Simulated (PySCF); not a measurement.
Computed Raman spectrum (relative Raman activity) of a molecule C3H4F2Si. Coordinates come from a PBE-D3(BJ)/def2-SVP optimisation. Other conformers were not sampled. Computed with PBE-D3(BJ)/def2-SVP (PySCF 2.14.0). Frequencies are harmonic and unscaled.

Lines under 2 % of the strongest are left out, and lines within 2 cm⁻¹ are merged.

ν (cm⁻¹): 182 (vw), 286 (vw), 412 (vw), 592 (w), 620 (w), 657 (vw), 668 (vw), 861 (w), 899 (w), 903 (w), 1021 (vw), 1026 (w), 2161 (vs), 2182 (vs), 2203 (s), 3403 (m) (against the strongest line: vs over 80 %, s over 45 %, m over 15 %, w over 4 %, vw less)

Problem. Identify the compound among the candidates.
A. FC(F)=C=C[SiH3]
B. C#C[Si@@H](F)CF
C. C#CC(F)(F)[SiH3]
D. FC1=C[C@H](F)[SiH2]1

Solution. C, C#CC(F)(F)[SiH3]
